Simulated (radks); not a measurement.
Ionisation of neutral strontium, [Kr] 5s2, to [Kr] 5s1 as the strength of local exchange is varied. Calculated with a radial shooting solver on a logarithmic mesh with Libxc functionals: Dirac Kohn-Sham, Slater X-alpha exchange (alpha = 2/3 is LDA exchange), no correlation, spin-unpolarised, spherical densities, point nucleus.

alpha,E(Sr) (hartree),exchange (hartree),IE (eV),-e of the level emptied (eV),<r> of it (bohr)
0.583,-3160.41455,-85.24679,4.820,2.493 (5s1/2),4.541
0.667,-3172.71961,-97.88671,5.217,2.844 (5s1/2),4.409
0.704,-3178.15398,-103.48276,5.396,3.004 (5s1/2),4.354
0.74,-3183.44984,-108.94427,5.574,3.163 (5s1/2),4.302
0.798,-3191.99943,-117.77801,5.865,3.427 (5s1/2),4.222
0.86,-3201.16234,-127.26820,6.184,3.717 (5s1/2),4.140

NIST Atomic Spectra Database: 5.695 eV (measured). The Delta-SCF value meets it near alpha = 0.76. Spin polarisation and multiplet splitting are left out, so open shells lie too high by an amount that depends on their filling.

Beside tabulated values, note that spin-unpolarised runs miss the spin-polarisation part of the exchange energy of open shells.
